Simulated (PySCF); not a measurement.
Molecule: Si(H)(Me)2(OEt), C4H12OSi, SMILES CCO[SiH](C)C. Atoms near the plane z = 1.2 Å, at the GFN2-xTB optimised geometry (x, y, z in Å): Si1 (0.1, -0.8, 0.0), C2 (-0.5, 1.0, 0.0), O4 (-0.5, -1.6, 1.3), C5 (-0.3, -1.3, 2.6), H7 (1.6, -0.8, 0.0), H8 (-1.6, 1.1, 0.1), H9 (-0.1, 1.6, 0.8).

Calculation: PBE0/def2-SVP (PySCF 2.14.0). Cells within 0.4 Å of a nucleus heavier than hydrogen are left out (blank, or x). The values are rescaled to run from 0 to 1.

```
|4444444444444444444444444444444|
|4444444444444444444444444444444|
|4444444444444444444444444444444|
|4444444444444444444444444444444|
|4444444444444444444444444444444|
|4444444444444444444444444444444|
|4444444444444444444444444444444|
|4444444444444444444444444444444|
|4444444444444444444444444444444|
|4444444444444444444444444444444|
|4444444444444444444444444444444|
|4444444444445555555544444444444|
|4444444444555555555544444444444|
|4444444445555555555444444444444|
|4444444455555555555444444444444|
|4444444444445555554444444444444|
|4444444444444445554444444444444|
|4444444444444444554444444444444|
|4444444444332344554444444444444|
|4444444443310135555444444444444|
|4444444443200xx7655544444444444|
|444444444321xxx9765544444444444|
|4444444444323xx9865554444444444|
|4444444444445798765554444444444|
|4444444444445677655554444444444|
|4444444444455566555554444444444|
|4444444444555555555554444444444|
|4444444445555555555544444444444|
|4444444455555555555544444444444|
|4444444555555555555544444444444|
|4444445555555555555544444444444|
```
Scale: ten equal steps from 0.000 (start of '0') to 1.00 (end of '9'), in the order '0123456789'; x runs from -4.00 to 4.00, y from -4.00 (bottom) to 4.00 (top).

Question: Which quantity is mapped?
(A) Laplacian of the electron density
(B) log10 of the electron density
(C) electrostatic potential
(D) an orbital amplitude

Answer: D, an orbital amplitude. In full: HOMO amplitude (bohr^(-3/2)), clipped to [-0.25, 0.25].
